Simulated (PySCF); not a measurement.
Can point charges reproduce the dipole moment of `Nc1cccc(Cl)c1`?

Coordinates (PBE0-D3(BJ)/def2-SVP, Å) and charges (e) from the PBE0/pcSseg-1 density (PySCF):

| atom | x | y | z | Mulliken | IAO | Hirshfeld | ESP-fitted |
| --- | --- | --- | --- | --- | --- | --- | --- |
| N1 | 2.163 | -0.608 | -0.034 | -0.4175 | -0.5005 | -0.1899 | -0.7750 |
| C2 | 0.806 | -0.385 | 0.006 | +0.0622 | +0.1364 | +0.0562 | +0.2877 |
| C3 | 0.276 | 0.903 | -0.191 | -0.0708 | -0.2088 | -0.0793 | -0.2455 |
| C4 | -1.098 | 1.107 | -0.194 | -0.0892 | -0.1298 | -0.0445 | -0.2175 |
| C5 | -1.990 | 0.053 | -0.002 | +0.0252 | -0.1986 | -0.0830 | -0.0529 |
| C6 | -1.459 | -1.220 | 0.194 | -0.2407 | +0.0052 | +0.0141 | -0.0866 |
| Cl7 | -2.530 | -2.564 | 0.440 | -0.0946 | -0.0407 | -0.0412 | -0.0773 |
| C8 | -0.088 | -1.452 | 0.201 | +0.0637 | -0.2170 | -0.0897 | -0.1613 |
| H9 | 2.764 | 0.190 | 0.116 | +0.1870 | +0.2694 | +0.1334 | +0.3529 |
| H10 | 2.503 | -1.462 | 0.387 | +0.1869 | +0.2694 | +0.1338 | +0.3553 |
| H11 | 0.956 | 1.745 | -0.348 | +0.0929 | +0.1437 | +0.0450 | +0.1706 |
| H12 | -1.488 | 2.116 | -0.348 | +0.1014 | +0.1557 | +0.0540 | +0.1683 |
| H13 | -3.069 | 0.206 | -0.002 | +0.0947 | +0.1613 | +0.0472 | +0.1272 |
| H14 | 0.286 | -2.466 | 0.355 | +0.0989 | +0.1543 | +0.0437 | +0.1542 |

Question: Form Σ q r in debye for every column and set it beside the full dipole.

Answer: The full density gives (2.85, 1.28, 0.61) D, 3.18 D in size; dipole vectors point from the negative to the positive end.

```
    scheme    μx    μy    μz  size (D)  share of the full size (%)  angle to the full dipole (°)
  Mulliken  2.02  2.05  0.15      2.88                          91                            23
       IAO  2.38  1.02  0.52      2.64                          83                             1
 Hirshfeld  2.17  0.54  0.22      2.25                          71                            12
ESP-fitted  2.87  1.35  0.72      3.26                         102                             2
```

Question: Which set comes closest?

Answer: Length of the difference vector: ESP-fitted 0.13 D, IAO 0.54 D, Hirshfeld 1.07 D, Mulliken 1.22 D. Closest: ESP-fitted. ESP charges are fitted to the potential around the molecule, whose slowest-falling term is the dipole's. The schemes that divide the density aren't constrained to reproduce the dipole.

Question: What is left for the Hirshfeld atoms' own dipoles?

Answer: The Hirshfeld atoms' densities add up to the full density, so μ = Σ q r + Σ (atomic dipoles). The atomic dipoles sum to (2.85, 1.28, 0.61) − (2.17, 0.54, 0.22) = (0.68, 0.74, 0.39) D, 1.07 D in size.

Question: With the origin at the mean of the coordinates, (-0.141, -0.274, 0.041) Å, which are the largest single terms, by size, of the Mulliken dipole along the direction of the full one?

Answer: N1 -3.84, H9 +2.52, C6 +1.77, H10 +1.76, Cl7 +1.36 D; all 14 atoms together +2.66 D. The single terms depend on the origin, their sum doesn't.

Question: Give the size of the full dipole in other units.

Answer: 3.18 D = 1.250 au = 0.661 e·Å = 10.60 × 10⁻³⁰ C·m.

Isolated species at its PBE0-D3(BJ)/def2-SVP geometry, gas phase.

Conformer computed: `[NH2:1][c:2]1[cH:3][cH:4][cH:5][c:6]([Cl:7])[cH:8]1`: H–N1–C2–C3 21°, H–N1–C2–C3 162°.
